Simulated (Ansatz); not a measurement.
The cluster Hg₂Cl₄⁺, relaxed as a doublet with UKS PBE0-D4/def2-SVP in Ansatz, starting from the GFN1-xTB geometry. Force threshold 0.02 eV/Å.

In the def2 sets Hg takes a core potential; there is no spin–orbit coupling. Another isomer (doublet) lies 0.51 eV lower at PBE0-D4/def2-TZVP; other spin states weren't run for this one.

Start:

| atom | x (Å) | y (Å) | z (Å) |
| --- | --- | --- | --- |
| Hg1 | 0.798 | 1.044 | 1.029 |
| Hg2 | -1.026 | -1.948 | -1.896 |
| Cl3 | -1.825 | -3.523 | -3.329 |
| Cl4 | 1.613 | 1.607 | 3.164 |
| Cl5 | 1.267 | 3.348 | 0.949 |
| Cl6 | -0.827 | -0.527 | 0.083 |

Question: Estimate the energy that the relaxation releases and the steps that it takes.

Answer: 0.37 eV, in 25 steps; 2 min on 4 threads of Arm Neoverse V1 on a shared host. The force fell under the threshold at step 10, but the optimiser went on and released 0.004 eV more. No frequencies were taken in this run, so the end may be a saddle point.

Question: Does the start keep its bonding and symmetry?

Answer: By distances, no bond broke or formed. The bond that changes most is Hg1–Cl4, from 2.35 to 2.65 Å (atoms count from 1).

Question: Predict the relaxed structure.

Answer: 
Cartesian coordinates in Å:
```
Hg 0.5222 0.9134 0.8314
Hg -1.1599 -1.9605 -1.5321
Cl -1.5698 -2.7427 -3.6033
Cl 1.2185 2.0552 3.1213
Cl 1.7352 2.8900 0.4792
Cl -0.7462 -1.1555 0.7036
```
Bond lengths (bridged metal pairs left out): 5 × Cl–Hg 2.25 to 2.65 Å.
